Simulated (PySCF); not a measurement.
## Dipole response of Zn³⁺ (zinc, charge +3)

[Ar] 3d9, 2D determinant. All numbers are calculated (PySCF 2.14, a scalar-relativistic core potential, in aug-cc-pwCVTZ-PP with ECP10MDF (8s8p7d4f3g, 122 functions)). Coupled (time-dependent) response in atomic units; α is the mean over directions.

```json
{"method": "wB97X-V", "mean α (bohr³)": "1.440", "α xx, yy, zz": "1.400, 1.400, 1.521", "C₆ (like pair)": "3.207", "S(−4)": "0.6882"}
```

S(−4) is the Cauchy moment in α(ω) = α(0) + S(−4) ω² + …

α(iu) at wB97X-V:

```
u (hartree)  α(iu) (bohr³)
          0          1.440
     0.0500          1.438
      0.100          1.433
      0.200          1.413
      0.300          1.383
      0.500          1.300
      0.750          1.180
       1.00          1.064
       1.50         0.8695
       2.00         0.7195
       3.00         0.5116
       5.00         0.2936
```

A single London oscillator, α(iu) = α/(1 + u²/ω²), gives C₆ = (3/4) ω α². Matching the computed C₆ needs ω = 4 × 3.207 / (3 × 1.440²) = 2.06 hartree.

For an ion, C₆ is the dispersion term alone; charge-induced terms of lower order in 1/R come first.

The components differ because the open shell of this determinant is not spherical; for a pure term their mean is the scalar polarisability.

Energies and moments cover only the electrons outside the core potential.
